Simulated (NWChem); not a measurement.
Species: C$_{2}$H$_{2}$ClFOSi; SMILES C1(F)=CO[Si@H]1Cl

```xyz
8

F     -1.3193    -2.2264    -0.0734
C     -0.3306    -1.3333    -0.0474
C      0.9665    -1.4430    -0.4474
O      1.6254    -0.2347    -0.1780
Si     0.1689     0.3431     0.5939
Cl    -0.5640     2.0696    -0.2570
H      1.5553    -2.2605    -0.8967
H      0.3588     0.5860     2.0540
```
Atoms are numbered in this order, from 1.

Level: PBE-D3(BJ)/def2-SVP (NWChem), optimised geometry, unscaled harmonic frequencies. 

| frequency (cm⁻¹) | IR intensity (km/mol) |
|---|---|
| 103 | 0.3 |
| 159 | 0.5 |
| 310 | 4.2 |
| 344 | 8.1 |
| 381 | 20.0 |
| 524 | 66.3 |
| 584 | 26.0 |
| 642 | 42.7 |
| 652 | 10.8 |
| 737 | 45.9 |
| 804 | 170.0 |
| 856 | 71.4 |
| 1050 | 119.4 |
| 1197 | 1.2 |
| 1238 | 127.1 |
| 1628 | 42.9 |
| 2224 | 85.4 |
| 3125 | 5.7 |

```
Property                                                                            Value
-----------------------------------------------------------------------  ----------------
zero-point energy                                                           23.7 kcal/mol
thermal correction to the enthalpy at 298.15 K (with zero-point energy)     28.2 kcal/mol
heat capacity Cv                                                         21.4 cal/(mol K)
entropy at 298.15 K and 1 atm (symmetry number 1)                        80.6 cal/(mol K)
dipole moment                                                                      0.85 D
```

Rigid rotor and harmonic oscillator.
